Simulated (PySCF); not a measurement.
## Neon: a sound run and one with changed settings

Sound run: Ne⁺ [He] 2s2 2p5, Ne²⁺ [He] 2s2 2p4. All numbers are calculated (PySCF 2.14, the spin-free X2C one-electron Hamiltonian (Gaussian nucleus), in x2c-SVPall (3s2p1d, 14 functions)). The sound run starts from symmetry-adapted Hartree-Fock orbitals and uses a fine grid where one is needed.

A second run was set up differently.

```
species  method  sound run (hartree)  changed run (hartree)  converged
    Ne⁺     UHF           -127.78475             -127.78475        yes
    Ne⁺     LDA           -127.38452             -127.38477        yes
    Ne⁺   B3LYP           -128.15317             -128.15262        yes
   Ne²⁺     UHF           -126.33219             -126.33219        yes
   Ne²⁺     LDA           -125.85349             -125.85382        yes
   Ne²⁺   B3LYP           -126.62769             -126.62667        yes
```

Ionisation energy of Ne⁺:

```csv
method,sound run (eV),changed run (eV)
UHF,39.526,39.526
LDA,41.662,41.659
B3LYP,41.510,41.523
```

Q: What was changed?
A. angular grid far too coarse
B. level shift left on
C. too few SCF iterations
D. basis contracted for another Hamiltonian

A: A. It used 26 angular points. A coarse angular grid integrates products of high-l functions wrongly, so density functionals can shift, and the SCF can exploit the error; Hartree-Fock and MP2 need no grid.
